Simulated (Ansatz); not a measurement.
`CBN[SiH2]C` + HI → `CBI` + `C[SiH2]N` at 500 K and 1 bar (ligand exchange at a B–N bond).

Program: Ansatz. Geometries: PBE0-D4/def2-TZVP. ΔE: electronic, gas phase. CCSD(T)/CBS adds triple-zeta CCSD(T) − MP2 to the extrapolated MP2 energy (def2 sets, frozen cores). def2 core potentials past Kr. For I outer-core shells are correlated without core-valence functions, which leaves a few kJ/mol of doubt a bond. Each species was taken in one conformer, which may not be the lowest.

```json
{"species": "`CBN[SiH2]C`", "CCSD(T)/CBS energy (Eh)": "-450.78607", "H − E (kJ/mol)": "373.7", "S (J/(mol·K))": "445.5"}
{"species": "HI", "CCSD(T)/CBS energy (Eh)": "-298.03592", "H − E (kJ/mol)": "28.6", "S (J/(mol·K))": "221.6"}
{"species": "`CBI`", "CCSD(T)/CBS energy (Eh)": "-362.71826", "H − E (kJ/mol)": "158.8", "S (J/(mol·K))": "347.7"}
{"species": "`C[SiH2]N`", "CCSD(T)/CBS energy (Eh)": "-386.08232", "H − E (kJ/mol)": "247.9", "S (J/(mol·K))": "360.4"}
```

H − E and S are ideal-gas, rigid-rotor, harmonic terms from PBE0-D4/def2-TZVP, for one conformer and one mirror image of each species. 1 Eh = 2625.50 kJ/mol, R = 8.31446 J/(mol·K).

By hand: ΔE, ΔH, ΔS and ΔG.

ΔE = (-362.71826) + (-386.08232) − (-450.78607) − (-298.03592) = 0.02141 Eh = 56.2 kJ/mol. Δ(H − E) = 158.8 + 247.9 − 373.7 − 28.6 = 4.4, so ΔH = 60.6 kJ/mol. ΔS = 347.7 + 360.4 − 445.5 − 221.6 = 41.0 J/(mol·K). ΔG = 60.6 − 500 × (41.0)/1000 = 40.1 kJ/mol.

By hand: the equilibrium constant, and the temperature at which ΔG would vanish if ΔH and ΔS stayed fixed.

log₁₀ K = −ΔG/(RT ln 10) = -4.2. ΔG = 0 at ΔH/ΔS = 1478 K.

TΔS isn't small against ΔH here. A doubt of 5 kJ/mol in ΔE shifts log₁₀ K by 0.5 here. Other conformers and mirror images would add mixing entropy, several J/(mol·K) or more a flexible species. Modes under 60 cm⁻¹, often nearly free rotors, make the harmonic entropy too high. These are equilibria of isolated gas molecules and say nothing of rates. Largest T1 diagnostic: 0.011 (customary marks: 0.02 for closed shells, 0.045 for open ones).
